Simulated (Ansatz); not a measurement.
A nudged elastic band was laid between two geometries of Cl$_{2}$H$_{4}$O$_{3}$Ti (10 atoms, charge 0, multiplicity 1).

The calculation used RHF/def2-SVP (Ansatz).

```yaml
movable_images: 9
climbing_image: yes
spring: 5.0 eV/Å²
optimiser: quadratic models (default)
start_path: through a guess of the saddle point
force_threshold: 0.03 eV/Å
iteration_limit: 60
end_points: relaxed
```

Initial state:

```xyz
10
Properties=species:S:1:pos:R:3
Ti -0.090 0.072 0.250
Cl -0.444 -0.257 2.492
Cl 1.905 -0.442 -0.757
O -1.001 1.373 -0.479
H -1.769 1.300 -1.027
O -0.983 -1.299 -0.324
H -1.038 -2.242 -0.314
O 1.221 1.719 1.105
H 2.121 1.717 0.804
H 1.212 1.801 2.050
```

Final state:

```xyz
10
Properties=species:S:1:pos:R:3
Ti 0.228 0.369 -0.483
Cl 0.138 -0.583 3.538
Cl 1.856 -0.448 -1.795
O -0.778 1.451 -1.415
H -1.609 1.600 -1.836
O -0.705 -0.929 0.205
H -0.864 -1.380 1.023
O 0.966 1.261 0.874
H 1.283 2.144 0.990
H 0.620 0.257 2.699
```

(1) Which bonds break or form, and what moves?

(2) Give the energies along the band, and the barrier.

(3) What is the geometry of the highest image?

(4) What are the harmonic wavenumbers there?

Answers

(1) Bonds broken: Ti1–Cl2, O8–H10. Bonds formed: Cl2–H10. Cl2H4O3Ti becomes ClH + ClH3O3Ti.

(2) It converged. The highest image is number 5 of 0 to 10, 109.3 kJ/mol above the first end and 67.4 kJ/mol above the last; the last end lies 41.9 kJ/mol above the first. A vibrational analysis at the climbing image gives one clearly imaginary mode, 1244i cm⁻¹: a first-order saddle point. The orbitals stay closed-shell, which can raise the energy where a bond breaks towards radicals; this wasn't checked here.

| image | path coordinate (Å) | energy (kJ/mol) | Ti1–Cl2 (Å) | O8–H10 (Å) | Cl2–H10 (Å) |
| --- | --- | --- | --- | --- | --- |
| 0 | 0.00 | 0.0 | 2.29 | 0.95 | 2.68 |
| 1 | 0.77 | 3.7 | 2.32 | 0.95 | 2.61 |
| 2 | 1.54 | 11.2 | 2.35 | 0.95 | 2.60 |
| 3 | 2.31 | 14.9 | 2.37 | 0.95 | 2.57 |
| 4 | 3.07 | 42.3 | 2.56 | 0.97 | 2.09 |
| 5 | 3.84 | 109.3 | 3.08 | 1.19 | 1.55 |
| 6 | 4.67 | 52.2 | 3.64 | 1.93 | 1.29 |
| 7 | 5.49 | 48.1 | 3.94 | 2.10 | 1.28 |
| 8 | 6.32 | 45.4 | 4.05 | 2.11 | 1.28 |
| 9 | 7.15 | 43.0 | 4.12 | 2.10 | 1.28 |
| 10 | 7.97 | 41.9 | 4.13 | 2.11 | 1.28 |

(3) 
```xyz
10
Properties=species:S:1:pos:R:3:forces:R:3
Ti 0.310 0.209 -0.317 0.00 0.00 0.01
Cl -1.065 0.625 2.408 0.00 0.01 0.00
Cl 1.892 0.158 -1.881 0.00 0.00 0.00
O -0.980 1.214 -0.880 0.00 0.01 -0.03
H -1.851 1.485 -0.625 0.00 -0.01 0.02
O -0.163 -1.422 0.020 0.00 0.00 0.01
H -0.754 -1.820 0.646 0.00 0.00 0.00
O 1.247 1.001 1.148 0.01 0.00 -0.01
H 2.122 1.323 1.318 0.00 0.00 0.00
H 0.377 0.970 1.962 -0.01 0.00 0.01
```

(4) 1244i, 58, 94, 117, 154, 167, 188, 227, 231, 300, 389, 424, 438, 518, 549, 684, 763, 894, 925, 996, 1618, 4159, 4164, 4187 cm⁻¹.

The run took 3.9 min on 4 threads of AMD EPYC 9R45 96-Core Processor (Zen 5), on a shared host, peak memory 0.37 GiB.
